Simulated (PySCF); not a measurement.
Cd(Me) (CH3Cd), SMILES [Cd+][CH3], charge +1.

Geometry: B3LYP-D3(BJ)/def2-TZVP. The multiplicity is an assumed one; other spin states were not compared. The isomer is the one that the SMILES or the coordinates give; other isomers of the formula were not compared. The def2 effective core potentials stand for the cores of Cd; spin–orbit coupling is left out.

Method: CAM-B3LYP/def2-TZVPD (PySCF).

Symmetry labels are those of the subgroup Cs that the program uses (full group C3v).

Task: List the valence orbital energies around the gap with their symmetry. (The exact figures need the calculation; the answer reports its results.)

Result: 
| orbital | symmetry | energy (eV) |
|---|---|---|
| HOMO−7 | A' | -22.95 |
| HOMO−6 | A" | -22.95 |
| HOMO−5 | A' | -22.85 |
| HOMO−4 | A" | -22.80 |
| HOMO−3 | A' | -22.80 |
| HOMO−2 | A" | -18.79 |
| HOMO−1 | A' | -18.79 |
| HOMO | A' | -15.26 |
| LUMO | A' | -8.18 |
| LUMO+1 | A' | -4.98 |
| LUMO+2 | A" | -4.98 |
| LUMO+3 | A' | -3.11 |
